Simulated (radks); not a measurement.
Values are calculated unless marked as measured or tabulated.
Ionisation of neutral praseodymium, [Xe] 4f3 6s2, to Pr+, [Xe] 4f3 6s1, under several functionals. Scalar-relativistic Kohn-Sham, spin-polarised, spherical densities, finite nucleus; open shells are filled with parallel spins first (spin-orbit coupling, left out, can overturn this in heavy ions); a radial shooting solver on a logarithmic mesh with Libxc functionals.

[
 {"functional": "LDA (Slater exchange, Perdew-Zunger correlation)", "E(Pr) (hartree)": "-9230.1858", "Exc (hartree)": "-209.0605", "IE (eV)": "5.642", "-e(HOMO) (eV)": "1.977", "<r> HOMO (bohr)": "1.179", "IE error (eV)": "+0.172"},
 {"functional": "PW91", "E(Pr) (hartree)": "-9238.0688", "Exc (hartree)": "-216.9826", "IE (eV)": "5.450", "-e(HOMO) (eV)": "1.893", "<r> HOMO (bohr)": "1.179", "IE error (eV)": "-0.020"},
 {"functional": "SOGGA", "E(Pr) (hartree)": "-9233.0328", "Exc (hartree)": "-211.9132", "IE (eV)": "5.285", "-e(HOMO) (eV)": "1.806", "<r> HOMO (bohr)": "1.180", "IE error (eV)": "-0.185"},
 {"functional": "LDA (Slater exchange, Perdew-Wang correlation)", "E(Pr) (hartree)": "-9230.1858", "Exc (hartree)": "-209.0610", "IE (eV)": "5.625", "-e(HOMO) (eV)": "2.000", "<r> HOMO (bohr)": "1.178", "IE error (eV)": "+0.155"},
 {"functional": "exchange-only LDA", "E(Pr) (hartree)": "-9224.4521", "Exc (hartree)": "-203.2476", "IE (eV)": "4.577", "-e(HOMO) (eV)": "0.861", "<r> HOMO (bohr)": "1.199", "IE error (eV)": "-0.893"},
 {"functional": "BLYP", "E(Pr) (hartree)": "-9237.6671", "Exc (hartree)": "-216.5645", "IE (eV)": "5.429", "-e(HOMO) (eV)": "1.586", "<r> HOMO (bohr)": "1.185", "IE error (eV)": "-0.041"},
 {"functional": "HCTH/407", "E(Pr) (hartree)": "-9242.4994", "Exc (hartree)": "-221.6760", "IE (eV)": "5.879", "-e(HOMO) (eV)": "2.633", "<r> HOMO (bohr)": "1.139", "IE error (eV)": "+0.408"},
 {"functional": "r2SCAN", "E(Pr) (hartree)": "-9237.9763", "Exc (hartree)": "-216.3472", "IE (eV)": "5.111", "-e(HOMO) (eV)": "1.768", "<r> HOMO (bohr)": "1.170", "IE error (eV)": "-0.359"},
 {"functional": "exchange-only r2SCAN", "E(Pr) (hartree)": "-9234.7146", "Exc (hartree)": "-213.0384", "IE (eV)": "4.318", "-e(HOMO) (eV)": "0.733", "<r> HOMO (bohr)": "1.177", "IE error (eV)": "-1.152"},
 {"functional": "XLYP", "E(Pr) (hartree)": "-9238.3515", "Exc (hartree)": "-217.2529", "IE (eV)": "5.481", "-e(HOMO) (eV)": "1.604", "<r> HOMO (bohr)": "1.185", "IE error (eV)": "+0.011"}
]

NIST Atomic Spectra Database: 5.470 eV (semi-empirical). Closest: XLYP. The Delta-SCF values span 1.56 eV, the total energies 18.05 hartree. The highest occupied level is 4f. Open shells are spherical and high-spin; term and fine-structure splittings are not resolved. Spin-orbit splitting is averaged out at the scalar-relativistic level.
